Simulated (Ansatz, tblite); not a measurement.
Cost and result up the ladder for As₆ (the lowest singlet isomer of a short search) (6 atoms). Charge 0, multiplicity 1. Geometry: PBE-D4/def2-SVP.

Cartesian coordinates in Å:
```
As -0.323 0.834 1.705
As -1.740 0.742 -0.353
As 0.356 0.606 -1.792
As -1.082 -1.372 0.807
As 1.774 0.698 0.266
As 1.015 -1.509 -0.632
```

Ansatz on 4 threads of Intel Xeon 6975P-C on a shared host; xTB runs through tblite on one thread. Times are rough, summed over both states, and most runs start from the orbitals of an earlier one. PBE-QIDH/def2-TZVP serves as the yardstick here, not as an exact answer. Differences are given only for rows in sets of like size (and for xTB, whose basis is part of the method), since another set adds its own error. The other state is a triplet at its own geometry, which has other bonds, so the gap mixes isomer and spin.

The xTB rows come from tblite. LC-ωPBE has ω = 0.4 bohr⁻¹. Correlated methods freeze 54 core orbitals; core or outer-core shells of As are correlated, in sets that lack core-valence functions. At PBE0-D4/def2-TZVP a singlet of charge 0 lies 1.17 eV below the triplet, each at its own geometry. The structure comes from a short search, and lower isomers may exist.

Correlated methods converge slowly with the basis.

xTB has no spin-polarisation term.

```
                            level  functions  wall time  triplet − singlet (eV)  difference from PBE-QIDH/def2-TZVP (eV)
                         GFN1-xTB         54    0.019 s                    1.84                                     0.59
                         GFN2-xTB         54    0.023 s                    1.42                                     0.16
                        HF/STO-3G        108        4 s                    1.22                                        –
                 PBE-D4/def2-TZVP        288       11 s                    1.18                                    -0.08
r2SCAN-D4/def2-TZVP (with forces)        288       24 s                    1.06                                    -0.20
                LC-ωPBE/def2-TZVP        288       31 s                    1.15                                    -0.11
                PBE0-D4/def2-TZVP        288       36 s                    1.17                                    -0.09
               PBE-QIDH/def2-TZVP        288       52 s                    1.26                                     0.00
```
